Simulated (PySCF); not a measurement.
**Assigning NMR signals**

Atoms are numbered as in `[CH2:1]=[C:2]([CH2:3][OH:4])[O:5][SiH2:6][CH2:7][CH3:8]`. Hydrogens are named by the atom that carries them. Ha(C1) is cis to C3; Hb(C1) is trans to C3.

PySCF calculation with structure optimised with GFN2-xTB and σ from GIAO-PBE0/pcSseg-1; rapidly exchanging positions averaged, non-relativistic, in vacuum, one conformer.

Shifts are taken against calculated references (same method and geometry level): $^{13}$C (186.93 ppm) and $^{1}$H (31.72 ppm) vs TMS.

(1) Assign these signals to the numbered atoms. $^{13}$C{$^{1}$H} NMR (computed): δ 163.8 (C), 95.5 (CH2), 68.2 (CH2), 13.5 (CH2), 9.6 (CH3).

(2) Assign these signals to the numbered atoms. $^{1}$H NMR (600 MHz, computed): δ 5.11 (t, 2H), 4.60 (br s, 1H), 4.40 (s, 2H), 4.33 (br s, 1H), 1.15 (t, 3H), 0.71 (m, 2H), 0.33 (br s, 1H).

Results:

(1) 
| δ (ppm) | atoms | environment | reason |
| --- | --- | --- | --- |
| 163.8 | C2 | alkene carbon bearing oxygen | an sp2 carbon further deshielded by the attached heteroatom |
| 95.5 | C1 | β carbon of an enol-ether or enamine type C=C | the O or N lone pair pushes π density onto this β carbon and shields it |
| 68.2 | C3 | allylic sp3 CH2 bonded to O | pulled downfield by the heteroatom |
| 13.5 | C7 | sp3 CH2 bonded to Si | – |
| 9.6 | C8 | methyl carbon | a saturated carbon with 1 carbon neighbour and no heteroatom attached |

(2) 
5.11 → H(Si6), hydrogen on a silicon bonded to C, O
4.60 → Hb(C1), hydrogen on a β carbon of an enol-ether or enamine type C=C: lone-pair donation from O or N shields it, upfield of ordinary alkene protons
4.40 → H(C3), hydrogen on an allylic sp3 CH2 bonded to O: its carbon carries O, hence the downfield position
4.33 → Ha(C1), hydrogen on a β carbon of an enol-ether or enamine type C=C: lone-pair donation from O or N shields it, upfield of ordinary alkene protons
1.15 → H(C8), hydrogen on a methyl carbon
0.71 → H(C7), hydrogen on an sp3 CH2 bonded to Si: an electropositive neighbour shields it, as in TMS itself
0.33 → H(O4), hydrogen on an alcohol oxygen: exchangeable, gas-phase position

H(C3) and Ha(C1) lie closer than the usual error of such a calculation, so a measured spectrum could show them in the other order.

Exchangeable OH/NH protons stand at their gas-phase positions; hydrogen bonding in a real sample shifts them, mostly to higher δ. Shifts are as computed. Against solution values, carbons near 30 ppm lie about +3 ppm off and those near 130 ppm about +5 ppm. Of 1309 compounds with measured shifts, 239 miss one by over three times the rms of a fit or turn the order of signals round; such compounds aren't used in these exercises. No couplings were computed; multiplicities are counted from neighbouring protons, with m where these are inequivalent, close in shift, in a saturated or five-membered ring or joined by F or P, and br s for small geminal =CH2 splittings.
